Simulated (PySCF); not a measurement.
Chlorine: a sound run and one with changed settings

Sound run: Cl²⁺ [Ne] 3s2 3p3, Cl³⁺ [Ne] 3s2 3p2. Computed with PySCF 2.14 in cc-pVDZ-DK (4s3p1d, 18 functions), with the spin-free X2C one-electron Hamiltonian (Gaussian nucleus). In the sound run the correlated levels freeze [Ne]. The sound run starts from symmetry-adapted Hartree-Fock orbitals and uses a fine grid where one is needed.

Changed run: initial guess minao, at most 50 SCF cycles, level shift 0.1 hartree.

```tsv
species	method	sound run (hartree)	changed run (hartree)	converged
Cl²⁺	UHF	-459.61674	-459.61674	yes
Cl²⁺	PBE0	-460.05712	-460.05712	yes
Cl²⁺	LDA	-458.67487	-458.67487	yes
Cl²⁺	MP2	-459.68725	-459.68239	yes
Cl²⁺	CCSD(T)	-459.70678	-459.70678	yes
Cl³⁺	UHF	-458.18522	-458.18522	yes
Cl³⁺	PBE0	-458.59940	-458.59940	yes
Cl³⁺	LDA	-457.21685	-457.21685	yes
Cl³⁺	MP2	-458.24014	-458.23626	yes
Cl³⁺	CCSD(T)	-458.26280	-458.26280	yes
```

Ionisation energy of Cl²⁺:

| method | sound run (eV) | changed run (eV) |
| --- | --- | --- |
| UHF | 38.953 | 38.953 |
| PBE0 | 39.666 | 39.666 |
| LDA | 39.675 | 39.675 |
| MP2 | 39.378 | 39.351 |
| SCS-MP2 | 39.225 | 39.208 |
| CCSD | 39.291 | 39.291 |
| CCSD(T) | 39.293 | 39.293 |

A level shift leaves the converged SCF energy unchanged but raises the virtual orbital energies, which shrinks MP2 if it is not removed.

For comparison, NIST gives 39.8 ± 0.11 eV between the lowest levels.
